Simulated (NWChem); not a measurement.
C2Cl2O2Pt; SMILES [O+]#[C-]->[Pt]([Cl])([Cl])<-[C-]#[O+]

```xyz
7

Pt     0.0000     0.0000     0.0003
Cl     2.2443     0.6328     0.0012
Cl    -2.2443    -0.6328     0.0012
O     -0.8071     2.9558    -0.0029
C     -0.5131     1.8684    -0.0012
O      0.8071    -2.9558    -0.0029
C      0.5131    -1.8684    -0.0012
```
Atoms are numbered in this order, from 1.

Computed with NWChem. Geometry: optimised at PBE0/def2-SVP. No frequency run checked for a minimum. def2 effective core potentials on Pt; no spin-orbit coupling. Ions are spin-unrestricted doublets at the neutral geometry; other ion states weren't tried.

For level M06-2X/def2-SVP:

```
Property                               Value
-------------------------------------  -----
vertical ionisation energy, ΔSCF (eV)   9.92
−ε(HOMO) (eV)                           8.85
```

**Question.** How do the values read with level PBE/def2-SVP instead?

**Answer.** 
| Property | Result |
|---|---|
| vertical ionisation energy, ΔSCF (eV) | 9.06 |
| −ε(HOMO) (eV) | 6.10 |
